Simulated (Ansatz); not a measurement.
Calculated with Ansatz (gas phase, PBE0-D4/def2-TZVP geometries, no zero-point term in ΔE). CCSD(T)/CBS is the MP2 limit (def2-TZVPP, def2-QZVPP) plus CCSD(T) − MP2 in def2-TZVPP, frozen cores. DFT in def2-TZVPP. HSE06 is defined as in plane-wave codes. Each species was taken in one conformer, which may not be the lowest.

Reaction (substitution at a C–O bond): `CO[SiH](F)[SiH3]` + `C=C1N[SiH2]1` → `C=C1[SiH2]N1C` + `O[SiH](F)[SiH3]`

```tsv
level	ΔE (kJ/mol)	difference from CCSD(T)/CBS
revPBE-D4	-39.9	-1.8
BLYP-D4	-35.2	2.9
HSE06-D4	-39.7	-1.6
ωB97X-V	-34.8	3.3
PBE	-37.2	0.9
BLYP	-31.9	6.2
HSE06	-38.4	-0.3
HF/def2-QZVPP	-30.3	7.8
MP2/def2-QZVPP	-44.8	-6.7
HF/CBS(def2)	-30.2	7.9
CCSD(T)/CBS	-38.1	0
```

Task: What do rigid-rotor, harmonic-oscillator terms from PBE0-D4/def2-TZVP frequencies (298.15 K, 1 bar) make of the CCSD(T)/CBS value? (An estimate is asked.)

Result: Ansatz gave: ΔZPE = -0.5 kJ/mol, ΔH = -38.6 kJ/mol, ΔS = 2 J/(mol·K), ΔG = -39.1 kJ/mol.

Largest T1 diagnostic among the species: 0.014.

In def2-TZVPP, CCSD(T) changes the Hartree–Fock value by −6.6 kJ/mol (the triples alone add −0.9 kJ/mol) and MP2 by −13.9 kJ/mol. Leaving LDA and LC-ωPBE aside and taking each functional with its dispersion term where it has one, the values, not all of them listed here, spread over 6.3 kJ/mol, from PBE-QIDH to ωB97X-V. LDA lies −4.8 kJ/mol from PBE without D4.
